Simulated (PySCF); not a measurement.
How methods differ on the ionisation energy of Kr

Kr [Kr] (1S) → Kr⁺ [Ar] 3d10 4s2 4p5 (2P), as a difference of total energies. Computed with PySCF 2.14 in x2c-TZVPPall (6s5p4d1f, 48 functions), with the spin-free X2C one-electron Hamiltonian (Gaussian nucleus). Correlated levels: valence: [Ar] 3d10 frozen. The calculations carry no spin-orbit coupling.

```tsv
method	ionisation energy (eV)
UHF	13.057
MP2 (valence)	14.000
SCS-MP2 (valence)	13.915
CCSD (valence)	13.881
CCSD(T) (valence)	13.921
CCSDT (valence)	13.918
```

Problem. How much does correlation contribute at CCSD(T) (valence)?

Solution. 13.921 − (13.057) = 0.864 eV, measured against UHF.

Errors of the correlated levels include the incompleteness of this basis and the frozen core.

For comparison: 14.222 eV (measured; NIST levels, between the centres of gravity of the two terms).
